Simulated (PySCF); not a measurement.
# Telling isomers of C8H15N apart by NMR

[PySCF: coordinates at the GFN2-xTB level; σ from GIAO-PBE0/pcSseg-1; one averaged value for each set of equivalent atoms; in vacuum; one conformer; relativity neglected]

Scale: TMS for ¹H and ¹³C (reference shieldings calculated alike). Where no couplings were computed, multiplicities follow the n + 1 count of equivalent neighbours, and m marks all less simple cases (inequivalent or close neighbours, rings, F or P nearby). Shifts are as computed. Against solution values, carbons near 30 ppm lie about +3 ppm off and those near 130 ppm about +5 ppm. Of 1211 compounds with measured shifts, 218 miss one by over three times the rms of a fit or turn the order of signals round; such compounds aren't used in these exercises. OH and NH positions are gas-phase values without hydrogen bonding to other molecules.

(1) Tabulate the signals of `CC/C(C)=C(C)\C=N/C`, `C=CC/C(=N\C)C(C)C`, `N[C@@H]1C[C@H]2CCC[C@@H]1C2` and their relative energies.

(2) What is the quickest way to tell CC/C(C)=C(C)\C=N/C from C=CC/C(=N\C)C(C)C?

(3) What is the quickest way to tell CC/C(C)=C(C)\C=N/C from N[C@@H]1C[C@H]2CCC[C@@H]1C2?

(4) What is the quickest way to tell C=CC/C(=N\C)C(C)C from N[C@@H]1C[C@H]2CCC[C@@H]1C2?

## Answers

(1) 
```tsv
SMILES	carbon types	δC	δH	E rel. (kcal/mol)
CC/C(C)=C(C)\C=N/C	2×C 1×CH 1×CH2 4×CH3	170.1, 151.3, 134.6, 44.1, 34.0, 22.5, 20.3, 17.1	8.45 (s, 1H), 3.50 (s, 3H), 2.20 (q, 2H), 1.88 (s, 3H), 1.71 (s, 3H), 0.89 (t, 3H)	37.4
C=CC/C(=N\C)C(C)C	1×C 2×CH 2×CH2 3×CH3	175.5, 142.0, 122.9, 41.8, 40.8, 39.9, 22.9	6.07 (m, 1H), 5.44 (m, 1H), 5.38 (m, 1H), 3.63 (s, 3H), 3.11 (d, 2H), 2.28 (sept, 1H), 1.08 (d, 6H)	37.2
N[C@@H]1C[C@H]2CCC[C@@H]1C2	3×CH 5×CH2	58.7, 47.8, 42.7, 40.0, 38.6, 35.6, 34.6, 23.4	3.53 (m, 1H), 2.32 (m, 1H), 2.24 (m, 1H), 1.74 (m, 1H), 1.54 (m, 1H), 1.51 (m, 1H), 1.48 (m, 1H), 1.44 (m, 1H), 1.41 (m, 1H), 1.39 (m, 1H), 1.39 (m, 1H), 1.35 (m, 1H), 1.03 (m, 1H), 0.57 (br s, 2H)	0.0
```

Energies are electronic energies at PBE0/pcSseg-1 on these geometries, without zero-point or thermal terms, each for the one conformer computed, which needn't be the lowest.

(2) Count the carbon signals: 8 against 7. The first has a fully substituted alkene carbon (C) at 134.6 ppm, the second a terminal =CH2 carbon at 122.9 ppm. Their most deshielded carbons lie at 170.1 and 175.5 ppm. In the proton spectra the most deshielded non-exchanging signals are 8.45 (s, 1H) and 6.07 (m, 1H).

(3) Both give the same number of carbon signals, but DEPT or the intensities differ. The first has a C=N carbon (CH) at 170.1 ppm, the second an sp3 CH bonded to N at 58.7 ppm. In the proton spectra the most deshielded non-exchanging signals are 8.45 (s, 1H) and 3.53 (m, 1H).

(4) Count the carbon signals: 7 against 8. The first has a C=N carbon (C) at 175.5 ppm, the second an sp3 CH bonded to N at 58.7 ppm. In the proton spectra the most deshielded non-exchanging signals are 6.07 (m, 1H) and 3.53 (m, 1H).
